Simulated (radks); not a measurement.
The nuclear charge of neutral arsenic is varied continuously with 33 electrons held in [Ar] 3d10 4s2 4p3. Method: scalar-relativistic Kohn-Sham, PBE, spin-unpolarised, spherical densities, point nucleus; computed with a radial shooting solver on a logarithmic mesh with Libxc functionals. By the Hellmann-Feynman theorem dE/dZ = E(electron-nucleus)/Z, the electronic potential at the nucleus. The scalar-relativistic energy here is not variational (the density holds large components alone), so the two differ by a part that grows with Z.

Z,E (hartree),E(electron-nucleus)/Z (hartree),HOMO,e(HOMO) (eV),<r> HOMO (bohr)
32.8,-2227.87165,-163.773,4p,-3.526,2.685
32.9,-2244.30499,-164.453,4p,-4.343,2.617
33,-2260.80654,-165.132,4p,-5.195,2.555
33.1,-2277.37625,-165.811,4p,-6.081,2.498
33.2,-2294.01408,-166.490,4p,-7.000,2.444
33.3,-2310.71997,-167.168,4p,-7.951,2.395
33.4,-2327.49391,-167.846,4p,-8.931,2.349
33.5,-2344.33586,-168.523,4p,-9.941,2.305
33.6,-2361.24580,-169.200,4p,-10.980,2.264
33.7,-2378.22369,-169.877,4p,-12.046,2.225
33.8,-2395.26953,-170.554,4p,-13.140,2.189
33.9,-2412.38329,-171.231,4p,-14.260,2.154
34,-2429.56496,-171.907,4p,-15.407,2.120

The central difference of E at Z = 33 is -165.356 hartree, to compare with the third column; the second derivative is -6.82 hartree.
